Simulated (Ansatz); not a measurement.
Isomers of H$_{6}$Au$_{4}$⁻ (doublet), relaxed with PBE-D4/def2-SVPD; total energies from Ansatz at B2PLYP/def2-TZVPD.

| isomer | description | energy (Eh) |
| --- | --- | --- |
| A | point group not assigned; 2 × Au–Au 2.78 Å; 8 × Au–H 1.61 to 1.80 Å | -545.87746 |
| B | point group Cs; 3 × Au–Au 2.80 to 3.13 Å; 8 × Au–H 1.61 to 1.82 Å | -545.87596 |
| C | point group C2v; 3 × Au–Au 2.73 to 2.94 Å; 8 × Au–H 1.60 to 1.86 Å | -545.86223 |
| D | point group not assigned; 10 × Au–H 1.62 to 1.86 Å | -545.89112 |

In the def2 sets Au takes a core potential; there is no spin–orbit coupling. Correlated methods freeze no core orbitals; core or outer-core shells of Au are correlated, in sets that lack core-valence functions.

The isomers come from a short search, and lower ones may exist.

**Question.** Work out the relative energies (1 Eh = 2625.5 kJ/mol) and the Boltzmann populations at 800 K from electronic energies alone (R = 8.314 J/mol/K).

**Answer.** ΔE: A 35.9, B 39.8, C 75.9, D 0.0 kJ/mol. RT = 6.65 kJ/mol. Factors exp(−ΔE/RT): A 0.00452, B 0.00252, C 1.1e-05, D 1; sum 1.007. Populations: A 0.4 %, B 0.3 %, C 0.0 %, D 99.3 %. Zero-point energy, vibrational entropy and symmetry numbers are left out and can shift these; an error of 4 kJ/mol changes a ratio by a factor of 1.8. Over the other density-functional and correlated levels in def2 sets, the gap between D and A ranges from 22 to 40 kJ/mol.
